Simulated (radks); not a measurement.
All-electron atom: I in [Kr] 4d10 5s2 5p5. All-electron calculation, scalar-relativistic Kohn-Sham, r2SCAN, spin-polarised, spherical densities, finite nucleus; open shells are filled with parallel spins first (spin-orbit coupling, left out, can overturn this in heavy ions); meta-GGA in the generalised Kohn-Sham scheme; Fermi nuclear charge, rms radius 4.75 fm. Program: a radial shooting solver on a logarithmic mesh with Libxc functionals. Some entries of the table are withheld. Estimate them.

| orbital | occ. | eigenvalue (Ry) | <r^2> (bohr^2) | <1/r> (bohr^-1) |
|---|---|---|---|---|
| 1s up | 1 | -2428.508 | 0.001005 | 56.83 |
| 1s down | 1 | -2428.505 | 0.001005 | 56.83 |
| 2s up | 1 | -376.4588 | 0.01619 | 13.04 |
| 2s down | 1 | -376.4583 | 0.01619 | 13.04 |
| 2p up | 3 | -337.6579 | 0.01283 | 12.46 |
| 2p down | 3 | -337.6556 | 0.01283 | 12.46 |
| 3s up | 1 | -76.47407 | 0.1123 | 4.683 |
| 3s down | 1 | -76.47225 | 0.1123 | 4.683 |
| 3p up | 3 | -63.81761 | 0.1127 | 4.445 |
| 3p down | 3 | -63.81509 | 0.1127 | 4.445 |
| 3d up | 5 | -44.89266 | 0.09856 | 4.199 |
| 3d down | 5 | -44.89001 | 0.09856 | 4.199 |
| 4s up | 1 | -13.60048 | 0.6198 | 1.879 |
| 4s down | 1 | -13.59446 | 0.6200 | 1.878 |
| 4p up | 3 | -9.61406 | 0.7154 | (1) |
| 4p down | 3 | -9.60879 | 0.7152 | (2) |
| 4d up | 5 | -3.78224 | 0.9969 | 1.439 |
| 4d down | 5 | -3.77403 | 0.9920 | 1.441 |
| 5s up | 1 | -1.35154 | 4.460 | 0.6559 |
| 5s down | 1 | -1.28925 | 4.477 | 0.6568 |
| 5p up | 3 | -0.56852 | 6.909 | 0.5254 |
| 5p down | 2 | -0.50945 | 7.095 | 0.5211 |

Answer. 
(1) 4p up <1/r> (bohr^-1): 1.722
(2) 4p down <1/r> (bohr^-1): 1.722
